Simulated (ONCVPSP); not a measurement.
**Cutoff test, gallium, ONCV**

| Quantity | Value |
| --- | --- |
| Element | Ga (Z = 31) |
| Generator | ONCVPSP 4.0.1 |
| Type | optimised norm-conserving Vanderbilt (ONCV) |
| Functional | revPBE |
| Relativity | scalar-relativistic |
| Frozen core | [Ar] |
| Valence charge | 13 |
| Reference configuration | 3d10 4s2 (charge +1) |
| Partial waves | 4s: rc 1.55 bohr, ncon 4, nbas 9, qcut 4.8 1/bohr, 1 projector; p scattering state at 0.04 Ha: rc 1.40 bohr, ncon 4, nbas 7, qcut 6.1 1/bohr, 3 projectors, debl 2.3 Ha; 3d: rc 1.15 bohr, ncon 3, nbas 7, qcut 14 1/bohr, 2 projectors, debl 0.5 Ha |
| Local potential | polynomial inside 1.15 bohr (lpopt 1, dvloc0 3 Ha) |
| Core correction | none |

In the d channel the program set the typed energies aside and used -1.005, 0.250 Ha.

For each optimised wave give the share of its norm inside rc, the residual kinetic energy above qcut (Ha) and the cutoffs (Ha) for errors of 10, 1, 0.1 and 0.01 mHa per electron.

```json
{"wave": "4s", "norm inside rc": "0.203", "residual KE": "1.0e-04", "10 mHa": "5.2", "1 mHa": "7.7", "0.1 mHa": "13.3", "0.01 mHa": "94.8"}
{"wave": "p projector 1", "norm inside rc": "0.031", "residual KE": "2.1e-03", "10 mHa": "2.3", "1 mHa": "34.0", "0.1 mHa": "72.3", "0.01 mHa": "99.9"}
{"wave": "p projector 2", "norm inside rc": "0.075", "residual KE": "7.0e-03", "10 mHa": "15.3", "1 mHa": "83.7", "0.1 mHa": "105.1", "0.01 mHa": "140.8"}
{"wave": "p projector 3", "norm inside rc": "0.083", "residual KE": "4.0e-02", "10 mHa": "26.2", "1 mHa": "117.9", "0.1 mHa": "141.5", "0.01 mHa": "186.3"}
{"wave": "3d", "norm inside rc": "0.823", "residual KE": "1.9e-06", "10 mHa": "65.4", "1 mHa": "76.5", "0.1 mHa": "85.3", "0.01 mHa": "92.5"}
{"wave": "d projector 2", "norm inside rc": "0.046", "residual KE": "3.8e-07", "10 mHa": "53.7", "1 mHa": "68.0", "0.1 mHa": "79.6", "0.01 mHa": "88.1"}
```

The occupied waves need 76 Ha and 85 Ha for 1 and 0.1 mHa. Note: ghosts flagged at negative energy: p at -107.9 eV; GHOST(+) flagged for s at 25.8 eV. A true bound ghost makes a file unfit for plane-wave use.
